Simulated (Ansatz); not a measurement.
The same ligand exchange along the group O, S, Te.

Program: Ansatz. Geometries: PBE0-D4/def2-TZVP. ΔE: electronic, gas phase. CCSD(T)/CBS adds triple-zeta CCSD(T) − MP2 to the extrapolated MP2 energy (def2 sets, frozen cores). This one scheme is used for every species. DFT in def2-TZVPP. def2 core potentials past Kr. For Br, Te outer-core shells are correlated without core-valence functions, which leaves a few kJ/mol of doubt a bond. Scalar relativity is left out up to krypton. One conformer a species, not always the lowest.

```json
{"reaction": "`[NH2][Al]([OH])[F]` + HBr → `[NH2][Al]([F])[Br]` + H₂O", "HF/CBS(def2) (eV)": "-0.33", "ωB97X-V (eV)": "-0.31", "CCSD(T)/CBS(def2) (eV)": "-0.34"}
{"reaction": "`[NH2][Al]([F])[SH]` + HBr → `[NH2][Al]([F])[Br]` + H₂S", "HF/CBS(def2) (eV)": "-0.63", "ωB97X-V (eV)": "-0.52", "CCSD(T)/CBS(def2) (eV)": "-0.53"}
{"reaction": "`[NH2][Al]([F])[TeH]` + HBr → `[NH2][Al]([F])[Br]` + H₂Te", "HF/CBS(def2) (eV)": "-0.62", "ωB97X-V (eV)": "-0.52", "CCSD(T)/CBS(def2) (eV)": "-0.48"}
```

Largest T1 diagnostic: 0.012, for `[NH2][Al]([OH])[F]`.
